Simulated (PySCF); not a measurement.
Radial density of Se⁺ (selenium, charge +1)

UHF, [Ar] 3d10 4s2 4p2 5s1, high-spin 4P determinant (an excited configuration). All numbers are calculated (PySCF 2.14, a scalar-relativistic core potential, in aug-cc-pwCVTZ-PP with ECP10MDF). This is the valence pseudo-density: the core potential removes the inner electrons and smooths the orbitals near the nucleus.

```json
{"r (bohr)": "0.000597", "4πr²ρ (e/bohr)": "2.907e-05", "4πr²(ρα − ρβ)": "0.0000"}
{"r (bohr)": "0.00100", "4πr²ρ (e/bohr)": "8.203e-05", "4πr²(ρα − ρβ)": "0.0000"}
{"r (bohr)": "0.00169", "4πr²ρ (e/bohr)": "0.0002304", "4πr²(ρα − ρβ)": "0.0000"}
{"r (bohr)": "0.00284", "4πr²ρ (e/bohr)": "0.0006388", "4πr²(ρα − ρβ)": "0.0000"}
{"r (bohr)": "0.00478", "4πr²ρ (e/bohr)": "0.001712", "4πr²(ρα − ρβ)": "0.0000"}
{"r (bohr)": "0.00803", "4πr²ρ (e/bohr)": "0.004241", "4πr²(ρα − ρβ)": "0.0000"}
{"r (bohr)": "0.0135", "4πr²ρ (e/bohr)": "0.009237", "4πr²(ρα − ρβ)": "0.0001"}
{"r (bohr)": "0.0227", "4πr²ρ (e/bohr)": "0.01792", "4πr²(ρα − ρβ)": "0.0002"}
{"r (bohr)": "0.0382", "4πr²ρ (e/bohr)": "0.03192", "4πr²(ρα − ρβ)": "0.0003"}
{"r (bohr)": "0.0643", "4πr²ρ (e/bohr)": "0.1051", "4πr²(ρα − ρβ)": "0.0005"}
{"r (bohr)": "0.108", "4πr²ρ (e/bohr)": "0.7784", "4πr²(ρα − ρβ)": "0.0008"}
{"r (bohr)": "0.182", "4πr²ρ (e/bohr)": "4.968", "4πr²(ρα − ρβ)": "0.0119"}
{"r (bohr)": "0.306", "4πr²ρ (e/bohr)": "19.95", "4πr²(ρα − ρβ)": "0.1413"}
{"r (bohr)": "0.515", "4πr²ρ (e/bohr)": "32.20", "4πr²(ρα − ρβ)": "0.1638"}
{"r (bohr)": "0.866", "4πr²ρ (e/bohr)": "11.90", "4πr²(ρα − ρβ)": "0.0904"}
{"r (bohr)": "1.46", "4πr²ρ (e/bohr)": "3.509", "4πr²(ρα − ρβ)": "1.1875"}
{"r (bohr)": "2.45", "4πr²ρ (e/bohr)": "1.280", "4πr²(ρα − ρβ)": "0.7675"}
{"r (bohr)": "4.12", "4πr²ρ (e/bohr)": "0.3501", "4πr²(ρα − ρβ)": "0.3375"}
{"r (bohr)": "6.93", "4πr²ρ (e/bohr)": "0.07962", "4πr²(ρα − ρβ)": "0.0796"}
{"r (bohr)": "11.7", "4πr²ρ (e/bohr)": "0.0002625", "4πr²(ρα − ρβ)": "0.0003"}
```

Energies and moments cover only the electrons outside the core potential. The outer electron is Rydberg-like, and this basis confines it to a smaller radius and binds it less than a complete one would.
